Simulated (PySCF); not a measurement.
Atoms are numbered as in `[CH3:1][O:2][SiH:3]([O:4][CH3:5])[C:6]([Cl:7])([Cl:8])[Cl:9]`. Each H is labelled by its parent atom.

Computational details: shielding tensors at PBE0/pcSseg-1 (GIAO), coordinates at the GFN2-xTB level, in PySCF 2.14 (one conformer, rapidly exchanging positions averaged, gas phase, non-relativistic Hamiltonian).

Referencing at the same level of theory: ¹³C (σref 186.93) and ¹H (σref 31.72) and ²⁹Si (σref 349.16) vs TMS; ¹⁷O (σref 336.08) vs H2O; ³⁵Cl (σref 949.78) against HCl.

| atoms | nucleus | count | δ (ppm) |
| --- | --- | --- | --- |
| Cl7/Cl8/Cl9 | ³⁵Cl | 3 | 405 |
| O2/O4 | ¹⁷O | 2 | 24.5 |
| H(C1)/H(C5) | ¹H | 6 | ? |
| C6 | ¹³C | 1 | 110.5 |
| Si3 | ²⁹Si | 1 | -55.5 |
| C1/C5 | ¹³C | 2 | ? |
| H(Si3) | ¹H | 1 | 4.60 |

Complete the table.

Answers


- C1/C5: 53.6 ppm, methyl carbon bonded to O; pulled downfield by the heteroatom
- H(C1)/H(C5): 4.02 ppm, hydrogen on a methyl carbon bonded to O; its carbon carries O, an electronegative neighbour

Carbons that carry Cl, above all several Cl atoms, come out too deshielded, partly because spin–orbit coupling is missing. Shifts are as computed. Against solution values, carbons near 30 ppm lie about +3 ppm off and those near 130 ppm about +5 ppm; carbons on Cl a further +6 ppm. Of 1211 compounds with measured shifts, 218 miss one by over three times the rms of a fit or turn the order of signals round; such compounds aren't used in these exercises. Experimental scales use liquid or dissolved standards, which lie at an offset from isolated H2O (liquid H2O: subtract about 36 ppm).
